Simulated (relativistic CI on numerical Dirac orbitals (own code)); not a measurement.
**Hyperfine structure of Sb¹²⁺, mass number 123**

Computed by Dirac-Coulomb-Breit CI, separate exchange-only KLI orbitals for each configuration, model QED, unscaled Slater integrals (own radial code, finite nucleus).

Configuration list (outside the closed core [Ar] 3d10): 4s2.4p6.4d3, 4s2.4p5.4d4, 4s2.4p6.4d2.4f, 4s2.4p6.4d2.5s, 4s.4p6.4d4, 4s2.4p6.4d2.5p, 4s2.4p6.4d.4f.5s, 4s2.4p6.4d2.5d, 4s.4p6.4d3.4f, 4s2.4p6.4d.5s.5p, 4s2.4p6.4d.4f2, 4s2.4p6.4f3, 4s2.4p6.4f2.5s, 4s2.4p6.4f2.5p, 4s2.4p6.4f2.5d, 4s2.4p6.4d.5s2, 4s2.4p6.4f.5s2, 4s2.4p6.5s2.5p, 4s2.4p6.5s2.5d, 4p6.4d5, 4p5.4d6, 4s2.4p6.4d.4f.5p, 4s2.4p6.4f.5s.5p, 4s2.4p6.4f.5p2, 4s2.4p6.4f.5p.5d, 4s2.4p6.4d.5p2, 4s2.4p6.5s.5p2, 4s2.4p6.5p3, 4s2.4p6.5p2.5d. Double excitations out of closed p, d and f shells are left out; levels of such configurations are missing from the list, as are those of other unlisted configurations, and high levels can miss mixing partners. These lack a partner that the ground configuration has and come out too high: 4s.4p6.4d3.4f.

Nuclear spin I = 7/2, μ = 2.5457 μN, Q = -0.692 b (tables of Stone and Pyykkö). The electronic factors are computed for point nuclear moments, without core polarisation or the Bohr-Weisskopf and QED corrections.

| Level | E (cm⁻¹) | A (MHz) | B (MHz) |
| --- | --- | --- | --- |
| 4s2.4p6.4d3 4F_3/2 | 0.0 | 2702 | 757 |
| 4s2.4p6.4d3 4F_5/2 | 6768.4 | 1603 | 642 |
| 4s2.4p6.4d3 4F_7/2 | 13393.5 | 1356 | 698 |
| 4s2.4p6.4d3 4F_9/2 | 19151.3 | 1385 | 738 |
| 4s2.4p6.4d3 4P_3/2 | 24148.6 | 1405 | 1090 |
| 4s2.4p6.4d3 4P_1/2 | 26405.1 | -1262 |  |
| 4s2.4p6.4d3 2G_7/2 | 35250.8 | 1823 | -938 |
| 4s2.4p6.4d3 4P_5/2 | 35386.1 | 541 | -1520 |

Levels with J = 0, under 50 % of one LS term, or S terms without an open s electron are left out. Small factors come from cancelling terms and can be off by tens of per cent or more.

At this charge energies of transitions that change n are usually good to better than 1 %, and those within a shell (Δn = 0) to a few per cent. Terms inside the open d or f shell come out 10 to 20 % too wide with unscaled integrals. Levels and lines within the n = 5 or 6 shells can be off by up to 10 % or somewhat more, and those that change n by about 2 %, since core polarisation is missing.

Question: Give the hyperfine levels of 4s2.4p6.4d3 4F_3/2 relative to its centre of gravity.

Answer: With K = F(F + 1) − I(I + 1) − J(J + 1), E = AK/2 + B[¾K(K + 1) − I(I + 1)J(J + 1)]/[2I(2I − 1)J(2J − 1)]: F = 2: -17830, F = 3: -10270, F = 4: 324, F = 5: 14370 MHz.

LS names give the leading component of a level, which can be under half, so a name can repeat, a term be missing and a line seem to break the LS rules.
